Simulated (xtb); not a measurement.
C2H2Cl2, charge +1, doublet, geometry from GFN2-xTB (a state made from the parent by changing its charge; the spin is typed, not shown lowest); GFN1-xTB in xtb 6.7.1.

Input for xtb:
```
$ xtb mol.xyz --gfn 1 --chrg 1 --uhf 1 --etemp 1000 --json

# file mol.xyz
6

Cl     2.07534641     0.35490021     0.01824010
C      0.58309707    -0.36698332    -0.00102571
C     -0.58309707     0.36698332     0.00102571
Cl    -2.07534641    -0.35490021    -0.01824010
H      0.55808438    -1.45509337    -0.01552916
H     -0.55808438     1.45509337     0.01552916
```

Write the output that xtb gives for this input, abridged.


```
   ID    Z sym.   atoms
    1   17 Cl     1, 4
    2    6 C      2, 3
    3    1 H      5, 6

           -------------------------------------------------
          |                Calculation Setup                |
           -------------------------------------------------

           -------------------------------------------------
          |                 G F N 1 - x T B                 |
           -------------------------------------------------

          ...................................................
          :                      SETUP                      :
          :.................................................:
          :  # basis functions                  32          :
          :  # atomic orbitals                  30          :
          :  # shells                           14          :
          :  # electrons                        23          :
          :  # halogen bonds                     0          :
          :  max. iterations                   250          :
          :  Hamiltonian                  GFN1-xTB          :
          :  restarted?                      false          :
          :  GBSA solvation                  false          :
          :  PC potential                    false          :
          :  electronic temp.         1000.0000000     K    :
          :  accuracy                    1.0000000          :
          :  -> integral cutoff          0.2500000E+02      :
          :  -> integral neglect         0.1000000E-07      :
          :  -> SCF convergence          0.1000000E-05 Eh   :
          :  -> wf. convergence          0.2000000E-04 e    :
          :  Broyden damping             0.4000000          :
          :  net charge                          1          :
          :  unpaired electrons                  1          :
          ...................................................

 iter      E             dE          RMSdq      gap      omega  full diag
   1    -13.3244627 -0.133245E+02  0.760E+00    3.21       0.0  T
   2    -13.3366910 -0.122283E-01  0.398E+00    3.56       1.0  T
   3    -13.3356401  0.105089E-02  0.145E+00    3.38       1.0  T
   4    -13.3385983 -0.295820E-02  0.177E-01    3.52       1.0  T
   5    -13.3386516 -0.533198E-04  0.328E-02    3.50       1.2  T
   6    -13.3386572 -0.563278E-05  0.162E-04    3.51     251.3  T
   7    -13.3386572 -0.235962E-09  0.171E-04    3.51     238.5  T
   8    -13.3386572 -0.327258E-10  0.733E-07    3.51   55676.6  T

   *** convergence criteria satisfied after 8 iterations ***

         :::::::::::::::::::::::::::::::::::::::::::::::::::::
         ::                     SUMMARY                     ::
         :::::::::::::::::::::::::::::::::::::::::::::::::::::
         :: total energy             -13.244471521937 Eh    ::
         :: gradient norm              0.003763194437 Eh/a0 ::
         :: HOMO-LUMO gap              3.505684831696 eV    ::
         ::.................................................::
         :: SCC energy               -13.338657245257 Eh    ::
         :: -> electrostatic           0.118841417797 Eh    ::
         :: repulsion energy           0.096267277873 Eh    ::
         :: dispersion energy         -0.002081554553 Eh    ::
         :: halogen bond corr.         0.000000000000 Eh    ::
         :: add. restraining           0.000000000000 Eh    ::
         :: total charge               1.000000000000 e     ::
         :::::::::::::::::::::::::::::::::::::::::::::::::::::

           -------------------------------------------------
          |                Property Printout                |
           -------------------------------------------------

    * Orbital Energies and Occupations

         #    Occupation            Energy/Eh            Energy/eV
      -------------------------------------------------------------
         1        2.0000           -1.1690590             -31.8117
         2        2.0000           -1.1667793             -31.7497
         3        2.0000           -0.8986015             -24.4522
         4        2.0000           -0.8438623             -22.9627
         5        2.0000           -0.7953493             -21.6426
         6        2.0000           -0.7799115             -21.2225
         7        2.0000           -0.7488850             -20.3782
         8        2.0000           -0.7343173             -19.9818
         9        2.0000           -0.7038725             -19.1533
        10        1.9999           -0.6772496             -18.4289
        11        1.9950           -0.6658573             -18.1189
        12        1.0052           -0.6324743             -17.2105 (HOMO)
        13                         -0.5036427             -13.7048 (LUMO)
        14                         -0.4230430             -11.5116
        15                         -0.3961791             -10.7806
        16                         -0.3159365              -8.5971
        17                         -0.2982009              -8.1145
        18                         -0.2971010              -8.0845
        19                         -0.2954242              -8.0389
        20                         -0.2954204              -8.0388
        21                         -0.2925465              -7.9606
        22                         -0.2900291              -7.8921
        23                         -0.2813322              -7.6554
       ...                                ...                  ...
        30                          0.2342660               6.3747
      -------------------------------------------------------------
                  HL-Gap            0.1288315 Eh            3.5057 eV
             Fermi-level           -0.6085905 Eh          -16.5606 eV

  Mulliken/CM5 charges         n(s)   n(p)   n(d)
     1Cl    0.30242  0.29777   1.935  4.768 -0.005
     2C     0.09838  0.04668   1.098  2.803  0.000
     3C     0.09838  0.04668   1.098  2.803  0.000
     4Cl    0.30242  0.29777   1.935  4.768 -0.005
     5H     0.09920  0.15555   0.901  0.000  0.000
     6H     0.09920  0.15555   0.901  0.000  0.000

Wiberg/Mayer (AO) data.
largest (>0.10) Wiberg bond orders for each atom

 ---------------------------------------------------------------------------
     #   Z sym  total        # sym  WBO       # sym  WBO       # sym  WBO
 ---------------------------------------------------------------------------
     1  17 Cl   1.600 --     2 C    1.352     4 Cl   0.150
     2   6 C    3.904 --     3 C    1.512     1 Cl   1.352     5 H    0.965
     3   6 C    3.904 --     2 C    1.512     4 Cl   1.352     6 H    0.965
     4  17 Cl   1.600 --     3 C    1.352     1 Cl   0.150
     5   1 H    0.999 --     2 C    0.965
     6   1 H    0.999 --     3 C    0.965
 ---------------------------------------------------------------------------

Topologies differ in total number of bonds
Writing topology from bond orders to xtbtopo.mol

 dipole moment from electron density (au)
     X       Y       Z
  -0.0000   0.0000  -0.0000  total (Debye):    0.000

           -------------------------------------------------
          | TOTAL ENERGY              -13.244471521937 Eh   |
          | GRADIENT NORM               0.003763194437 Eh/α |
          | HOMO-LUMO GAP               3.505684831696 eV   |
           -------------------------------------------------

normal termination of xtb
```
